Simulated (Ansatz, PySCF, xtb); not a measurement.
Isomers of C4H4: 1 is C#CC=C, 2 is C=C=C=C; one conformer of each (the lowest of an xTB search), B3LYP-D3(BJ)/def2-TZVP minima.
Isomer 1 (charge 0, multiplicity 1):
```xyz
8

C      1.7301     1.1712    -0.3693
C      0.6632     0.6884    -0.0944
C     -0.6085     0.1539     0.2414
C     -0.9459    -1.1294     0.1054
H      2.6752     1.5890    -0.6147
H     -1.3331     0.8617     0.6324
H     -1.9332    -1.4747     0.3799
H     -0.2478    -1.8601    -0.2809
```
Isomer 2 (charge 0, multiplicity 1):
```xyz
8

C     -1.9409    -0.0180    -0.1388
C     -0.6309    -0.0057    -0.2036
C      0.6309     0.0057    -0.2665
C      1.9409     0.0180    -0.3314
H     -2.5362    -0.5846    -0.8460
H     -2.4741     0.5379     0.6243
H      2.4740    -0.5375    -1.0948
H      2.5362     0.5841     0.3762
```

No zero-point or thermal terms.

Programs: Ansatz (a quantum-chemistry and plane-wave program) with Gaussian orbitals; PySCF for the dispersion terms; xtb for the GFN methods. Each number belongs to the level named beside it.

**Question.** One of these levels gives 15.3 kJ/mol for the electronic energy of isomer 2 less that of isomer 1. Which?
(A) B3LYP-D3(BJ)/def2-TZVPP
(B) GFN2-xTB
(C) B97M-V/def2-TZVPP
(D) B3LYP/def2-TZVPP

**Answer.** A, B3LYP-D3(BJ)/def2-TZVPP. The others give 22.8 (GFN2-xTB), 9.0 (B97M-V/def2-TZVPP), 14.1 (B3LYP/def2-TZVPP)
